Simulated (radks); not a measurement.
Values are calculated unless marked as measured or tabulated.
How relativity changes the ionisation of the thallium ion Tl+ ([Hg]) to Tl2+ ([Xe] 4f14 5d10 6s1). Spin-unpolarised spherical Kohn-Sham, PBE, point nucleus unless stated (finite: rms radius 5.4759 fm), a radial shooting solver on a logarithmic mesh with Libxc functionals. A level marked "c x" has the speed of light scaled by that factor.

level	E(Tl+) (hartree)	E(Tl2+) (hartree)	IE (eV)	HOMO	<r> HOMO (bohr)
non-rel.	-18965.3590	-18964.7034	17.839	6s	2.690
scalar-rel.	-20245.7559	-20244.9923	20.780	6s	2.388
scalar-rel., finite nucleus	-20240.5032	-20239.7400	20.769	6s	2.389
Dirac	-20288.6656	-20287.9018	20.786	6s1/2	2.389
Dirac, finite nucleus	-20283.3473	-20282.5838	20.775	6s1/2	2.390
Dirac, c x 0.85	-20975.3819	-20974.5520	22.584	6s1/2	2.251
Dirac, c x 1.25	-19751.0856	-19750.3687	19.508	6s1/2	2.506
Dirac, c x 2	-19251.0957	-19250.4188	18.419	6s1/2	2.622

NIST Atomic Spectra Database: 20.428 eV (measured). The relativistic part of the total energy of Tl+ is -1318 hartree (Dirac, finite nucleus), 6.9 % of the non-relativistic value. Spin polarisation and multiplet splitting of open shells are left out at every level.

Beside tabulated values, note that relativity, absent from the non-relativistic runs, is large for the heavy elements, and spin-unpolarised runs miss the spin-polarisation part of the exchange energy of open shells, and scalar-relativistic runs lack spin-orbit coupling.
